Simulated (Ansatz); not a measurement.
A run for Ansatz (an electronic-structure program): R-RI-MP2/aug-cc-pV(T+d)Z on H8Si2 (a complex). Files ending in .json are basis or fitting sets from the Basis Set Exchange.

Ansatz 0.2 input:
```yaml
crystal:
  periodic: [false, false, false]
  atoms:
    - {symbol: Si, position_ang: [-0.16226998, -0.03845247, -0.10104313]}
    - {symbol: H, position_ang: [0.14622033, 0.30485889, -1.50794244]}
    - {symbol: H, position_ang: [-0.48199000, -1.47965413, -0.00114178]}
    - {symbol: H, position_ang: [-1.31833862, 0.76031858, 0.36213345]}
    - {symbol: H, position_ang: [1.01365750, 0.26415527, 0.74582010]}
    - {symbol: Si, position_ang: [0.16230435, 0.04041109, 3.90100407]}
    - {symbol: H, position_ang: [1.56629797, -0.40116955, 3.74879635]}
    - {symbol: H, position_ang: [-0.71063668, -0.79061875, 3.04118753]}
    - {symbol: H, position_ang: [0.04049443, 1.45872475, 3.49779675]}
    - {symbol: H, position_ang: [-0.25490484, -0.11130408, 5.31357491]}
basis:
  gaussian:
    orbitals: aug-cc-pV_T+d_Z.json
    fitting: {mean_field: def2-universal-JKFIT, correlation: aug-cc-pVTZ-RIFIT.json}
magnetization: {spin_polarized: false}
correlation: {method: mp2, electrons: outside_noble_gas}
scf: {lower_state_search: off}
```

The log:

```
Functional definition: HF
[...]
these checks for a lower state are left out or cut short: stability, starts, cluster_reference, orbital_swaps, neighbouring_geometries, increment
integrals: 0.31 GiB planned
400 factors; integrals over basis functions are off by at most 1.1e0 eV
mean field: 0.50 GiB planned
mean field evaluation 1: about -15849.8817 eV, gradient 1.5e1 eV
mean field evaluation 2: about -15851.1958 eV, gradient 4.6e0 eV
mean field evaluation 4: about -15851.3495 eV, gradient 1.3e-1 eV
mean field -15851.34961775 eV, -582.5263540215 hartree, gradient 9.1e-7 eV, S^2 0.000000; 0 other end points of the search recorded, 0 dependent functions left out
10 core orbitals not correlated
662 factors; their error is unknown
reference -15851.34961775 eV, -582.5263540215 hartree; 8, 8 occupied and 276, 276 virtual orbitals, 662 factors
second order -8.00351705 eV of doubles, -0.00000000 eV of singles
Total energy: -15859.35313480 eV, -582.8204778481 hartree
Checks for a lower state left out: stability, starts, cluster_reference, orbital_swaps, neighbouring_geometries, increment
```

Self-consistency was reached.

Cost: roughly 1.8 core-seconds.
